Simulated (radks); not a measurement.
Results of a calculation; reference values are marked as such.
Ionisation of the niobium ion Nb3+, [Kr] 4d2, to [Kr] 4d1 as the strength of local exchange is varied. Code: a radial shooting solver on a logarithmic mesh with Libxc functionals. Model: scalar-relativistic Kohn-Sham, Slater X-alpha exchange (alpha = 2/3 is LDA exchange), no correlation, spin-unpolarised, spherical densities, finite nucleus; Fermi nuclear charge, rms radius 4.324 fm.

[
 {"alpha": "0.616", "E(Nb3+) (hartree)": "-3801.80064", "exchange (hartree)": "-101.39643", "IE (eV)": "34.692", "-e of the level emptied (eV)": "28.504 (4d)", "<r> of it (bohr)": "1.755"},
 {"alpha": "0.659", "E(Nb3+) (hartree)": "-3808.89557", "exchange (hartree)": "-108.66123", "IE (eV)": "35.446", "-e of the level emptied (eV)": "29.203 (4d)", "<r> of it (bohr)": "1.735"},
 {"alpha": "0.667", "E(Nb3+) (hartree)": "-3810.21691", "exchange (hartree)": "-110.01550", "IE (eV)": "35.588", "-e of the level emptied (eV)": "29.335 (4d)", "<r> of it (bohr)": "1.731"},
 {"alpha": "0.675", "E(Nb3+) (hartree)": "-3811.53867", "exchange (hartree)": "-111.37061", "IE (eV)": "35.730", "-e of the level emptied (eV)": "29.466 (4d)", "<r> of it (bohr)": "1.727"},
 {"alpha": "0.691", "E(Nb3+) (hartree)": "-3814.18345", "exchange (hartree)": "-114.08337", "IE (eV)": "36.015", "-e of the level emptied (eV)": "29.731 (4d)", "<r> of it (bohr)": "1.720"},
 {"alpha": "0.878", "E(Nb3+) (hartree)": "-3845.21966", "exchange (hartree)": "-146.03789", "IE (eV)": "39.459", "-e of the level emptied (eV)": "32.945 (4d)", "<r> of it (bohr)": "1.640"},
 {"alpha": "0.922", "E(Nb3+) (hartree)": "-3852.55583", "exchange (hartree)": "-153.62327", "IE (eV)": "40.298", "-e of the level emptied (eV)": "33.733 (4d)", "<r> of it (bohr)": "1.623"}
]

NIST Atomic Spectra Database: 37.61 eV (measured). The Delta-SCF value meets it near alpha = 0.78. Spin polarisation and multiplet splitting are left out, so open shells lie too high by an amount that depends on their filling.

Beside tabulated values, note that spin-unpolarised runs miss the spin-polarisation part of the exchange energy of open shells.
